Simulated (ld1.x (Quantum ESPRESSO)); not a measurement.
**What one change does to a pseudopotential (europium, TM)**

Eu, norm-conserving Troullier–Martins (Kleinman–Bylander form), made with ld1.x (Quantum ESPRESSO) 7.5 (PBEsol, scalar-relativistic). Core [Xe], reference 4f7 5d0 6s1 6p0 (charge +1). Waves: 6s (bound): rc 3.30 bohr; 6p (bound, empty): rc 3.60 bohr; 4f (bound): rc 1.00 bohr; 5d (bound, empty): rc 2.60 bohr. Local part: the d channel. Core correction: Bessel-smoothed model core, default radius (core density twice the valence density).

All-electron outer shells of the reference configuration (PBEsol, scalar-relativistic, ld1.x):

```
shell  level (eV)  outermost node (bohr)  outermost maximum (bohr)
   5s      -50.96                   0.67                      1.23
   5p      -30.04                   0.72                      1.41
   4f       -8.95                      –                      0.60
   6s       -8.52                   1.66                      3.38
   5d       -7.14                   0.82                      2.08
   6p       -5.30                   1.99                      4.29
```

Change: wave 5d (bound): rc 2.60 bohr becomes 5d (bound): rc 3.38 bohr.

Cutoffs: the cutoffs (Ry, on a coarse ladder) from which the occupation-weighted sum of valence levels, in a spherical-Bessel basis at the reference potential, stays within 10 and 1 mRy of its value at 400 Ry; they do not see the model core or the augmentation charge, which bear on the density cutoff. Errors are all-electron minus pseudo energies relative to the spin-unpolarised reference configuration.

Q: What does the change do?

A: Both files keep a bound ghost (p, s); the number of tests that count goes from 6 to 5; of the 5 tests that both files solve, the error grows in 1 and shrinks in 0 by more than 15 % and 0.3 meV (median size 46.1 → 40.8 meV); the range in which the d phases agree narrows (upper end 3.9 → 0.6).

| quantity | base | changed |
| --- | --- | --- |
| cutoff, loose | over 300 Ry | over 300 Ry |
| cutoff, tight | over 300 Ry | over 300 Ry |
| bound ghosts | s, p | s, p |
| tests counted (converged, no solver errors) | 6 of 7 | 5 of 7 |
| error for 4f7 5d0 6s2 6p0, meV [ΔE -6.04 eV] | -4.3 | -5.7 |
| error for 4f7 5d0 6s0 6p0, meV [ΔE 11.13 eV] | -32 | -32 |
| error for 4f6 5d0 6s0 6p0, meV [ΔE 35.57 eV] | -1548 | -1532 |
| error for 4f5 5d0 6s0 6p0, meV [ΔE 78.40 eV] | -7134 | -7090 |
| error for 4f7 5d1 6s0 6p0, meV [ΔE 1.54 eV] | -46 | -41 |
| s: phases at 3.91 bohr within 0.05 rad from the reference energy up to (Ry; the scan ends near 5) | 1.0 | 1.2 |
| p: phases at 3.91 bohr within 0.05 rad from the reference energy up to (Ry; the scan ends near 5) | -0.2 | -0.3 |
| d: phases at 3.91 bohr within 0.05 rad from the reference energy up to (Ry; the scan ends near 5) | 3.9 | 0.6 |
| f: phases at 3.91 bohr within 0.05 rad from the reference energy up to (Ry; the scan ends near 5) | 0.4 | 0.3 |

Base: Tests not counted: 4f8 5d0 6s0 6p0 (solver errors, printed error -743 eV). These tests converged, but a pseudo level misses the all-electron one widely, so the file describes the atom poorly there or has found another state: 4f6 5d0 6s0 6p0: 4f by 3.4 eV (a node warning on the way); 4f5 5d0 6s0 6p0: 4f by 8.0 eV; 4f6 5d1 6s1 6p0: 4f by 2.2 eV. Changed file: Tests not counted: 4f8 5d0 6s0 6p0 (solver errors, printed error -743 eV); 4f6 5d1 6s1 6p0 (solver errors, printed error -2.5 eV). These tests converged, but a pseudo level misses the all-electron one widely, so the file describes the atom poorly there or has found another state: 4f7 5d0 6s0 6p0: empty 6p by 2.0 eV; 4f6 5d0 6s0 6p0: 4f by 3.3 eV (a node warning on the way); 4f5 5d0 6s0 6p0: 4f by 8.0 eV. A true bound ghost makes a file unfit for plane-wave use even where its test errors are small: the radial tests pick states by their node count and pass the ghost by. Where a test does run into it, the solver fails or the error is huge.
